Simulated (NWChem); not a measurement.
Species: C$_{2}$H$_{2}$Cl, doublet; SMILES [CH]=CCl

```xyz
5

C     -0.2702     1.7239     0.0000
C      0.5034     0.6688     0.0000
Cl    -0.1110    -0.9694     0.0000
H     -1.3198     2.0072     0.0000
H      1.5971     0.7125     0.0000
```
Atoms are numbered in this order, from 1.

Level: PBE0/def2-SVP, spin-unrestricted (NWChem), optimised geometry, unscaled harmonic frequencies. In the optimisation the excess spin sits in a' (Cs, its own frame).

Task: List the harmonic frequencies with IR intensities, and the thermochemistry.

Result: 
| frequency (cm⁻¹) | IR intensity (km/mol) |
|---|---|
| 351 | 8.9 |
| 675 | 11.5 |
| 707 | 13.3 |
| 803 | 95.9 |
| 842 | 75.8 |
| 1208 | 2.8 |
| 1661 | 39.9 |
| 3211 | 4.0 |
| 3321 | 13.0 |

The zero-point energy is 18.3 kcal/mol, the thermal correction to the enthalpy at 298.15 K (with zero-point energy) is 21.1 kcal/mol and the heat capacity Cv comes out as 10.7 cal/(mol K). The entropy at 298.15 K and 1 atm (symmetry number 1, electronic part: spin degeneracy alone) is 64.3 cal/(mol K) and the dipole moment is 0.84 D.

Rigid rotor and harmonic oscillator.
